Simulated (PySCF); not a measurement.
**Radial density of Rh (rhodium, neutral)**

UHF, [Kr] 4d7 5s2, high-spin 4F determinant (an excited configuration). Computed with PySCF 2.14 in dyall-v2z (21s14p10d2f, 127 functions), with scalar relativity by spin-free X2C-1e.

| r (bohr) | 4πr²ρ (e/bohr) | 4πr²(ρα − ρβ) |
| --- | --- | --- |
| 0.0361 | 51.02 | -0.0032 |
| 0.0607 | 54.14 | 0.0054 |
| 0.102 | 71.99 | 0.1102 |
| 0.172 | 49.52 | 0.4452 |
| 0.289 | 56.21 | 0.4799 |
| 0.486 | 29.58 | -0.0223 |
| 0.817 | 14.99 | 1.5822 |
| 1.37 | 9.628 | 2.1922 |
| 2.31 | 2.149 | 0.5719 |
| 3.89 | 0.5528 | 0.0098 |
| 6.54 | 0.04674 | -0.0136 |
| 11.0 | 0.0002781 | -0.0001 |

Densities and radii are taken from the X2C orbitals without a picture-change correction, which distorts them close to the nucleus.

Where is the radial spin density 4πr²(ρα − ρβ) most negative, and why is it negative at all?

Around r = 0.486 bohr, down to -0.0223 e/bohr: exchange with the open shell polarises the paired shells in an unrestricted calculation.
